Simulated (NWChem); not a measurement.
# SiNH₂Cl₃; SMILES N[Si](Cl)(Cl)Cl

```xyz
7

N     -0.2738     1.9446     0.0000
Si    -0.0314     0.2671     0.0000
Cl    -0.8926    -0.5078     1.6868
Cl    -0.8926    -0.5078    -1.6868
Cl     1.9353    -0.3395     0.0000
H     -0.1272     2.4868     0.8440
H     -0.1272     2.4868    -0.8440
```
Atoms are numbered in this order, from 1.

Results from NWChem. STO-3G and 3-21G are far too small for this property and stand as cheap habits. The geometry was optimised at PBE0/def2-SVP. GIAO values for the isolated, static molecule; σ is the absolute isotropic shielding, δ = σ(reference) − σ with the isolated reference molecule computed at the same levels (1H: tetramethylsilane, 15N: ammonia, 29Si: tetramethylsilane).

For level BHandHLYP/pcSseg-1:

| Item | Result |
|---|---|
| δ N1 (ppm) | 49.3 |
| δ Si2 (ppm) | 1.8 |
| σ Cl3 (ppm) | 838.3 |
| σ Cl5 (ppm) | 791.0 |
| δ H6 (ppm) | 1.62 |

Question: What are these values for level Hartree-Fock/STO-3G?

Answer: 
| Item | Result |
|---|---|
| δ N1 (ppm) | -33.3 |
| δ Si2 (ppm) | 17.9 |
| σ Cl3 (ppm) | 1177.7 |
| σ Cl5 (ppm) | 1161.1 |
| δ H6 (ppm) | 0.18 |
